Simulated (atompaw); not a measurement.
## What one change does to a pseudopotential (hafnium (Hf), PAW (atompaw))

```json
{"Element": "hafnium", "Generator": "atompaw 4.2.0.5", "Type": "PAW", "Functional": "LDA (PW92)", "Relativity": "scalar-relativistic", "Frozen core": "[Kr] 4d10 4f14 5s2", "Valence charge": "10", "Reference configuration": "5p6 5d2 6s2 6p0", "Partial waves": "6s (bound): rc 3.00 bohr; 6s channel at 4.85 Ry: rc 3.00 bohr; 5p (bound): rc 2.00 bohr; 6p (bound, empty): rc 3.00 bohr; 5d (bound): rc 3.00 bohr; 5d channel at 2.7 Ry: rc 3.00 bohr", "Local potential": "bessel scheme, radius 2.65 bohr", "Core correction": "smooth core density matched at 2.90 bohr", "Augmentation charge": "besselshape compensation charge, radius 2.45 bohr; PAW radius 3.00 bohr; waves and projectors: custom rrkj gramschmidtortho"}
```

All-electron outer shells of the reference configuration (LDA (PW92), scalar-relativistic, ld1.x):

```json
{"shell": "5s", "level (eV)": "-67.18", "outermost node (bohr)": "0.55", "outermost maximum (bohr)": "1.01"}
{"shell": "5p", "level (eV)": "-35.71", "outermost node (bohr)": "0.60", "outermost maximum (bohr)": "1.16"}
{"shell": "4f", "level (eV)": "-17.03", "outermost node (bohr)": "–", "outermost maximum (bohr)": "0.45"}
{"shell": "6s", "level (eV)": "-5.26", "outermost node (bohr)": "1.37", "outermost maximum (bohr)": "2.89"}
{"shell": "5d", "level (eV)": "-2.87", "outermost node (bohr)": "0.67", "outermost maximum (bohr)": "1.71"}
{"shell": "6p", "level (eV)": "-1.47", "outermost node (bohr)": "1.66", "outermost maximum (bohr)": "4.05"}
```

Change: wave 5p (bound): rc 2.00 bohr becomes 5p (bound): rc 2.86 bohr.

Cutoffs: the cutoffs (Ry, on a coarse ladder) from which the occupation-weighted sum of valence levels, in a spherical-Bessel basis at the reference potential, stays within 10 and 1 mRy of its value at 400 Ry; they do not see the model core or the augmentation charge, which bear on the density cutoff.

Q: What does the change do?

A: The potential gets softer (21 Ry and 35 Ry → 10 Ry and 18 Ry); neither file shows a bound ghost.

| quantity | base | changed |
| --- | --- | --- |
| cutoff, loose | 21 Ry | 10 Ry |
| cutoff, tight | 35 Ry | 18 Ry |
| loose cutoff by channel (10 mRy a level) | s 6 Ry, p 18 Ry, d 8 Ry | s 6 Ry, p 8 Ry, d 8 Ry |
| bound ghosts | none | none |
| s: phases at 3.00 bohr within 0.05 rad from the reference energy up to (Ry; the scan ends near 5) | n/a | n/a |
| p: phases at 3.00 bohr within 0.05 rad from the reference energy up to (Ry; the scan ends near 5) | 4.2 | 3.4 |
| d: phases at 3.00 bohr within 0.05 rad from the reference energy up to (Ry; the scan ends near 5) | to the end of the scan | to the end of the scan |
| lowest overlap eigenvalue by channel | s 0.06, p 0.54, d 0.86 | s 0.06, p 0.76, d 0.86 |

 The cutoffs see the waves, projectors and local potential, not the compensation charge or the core.
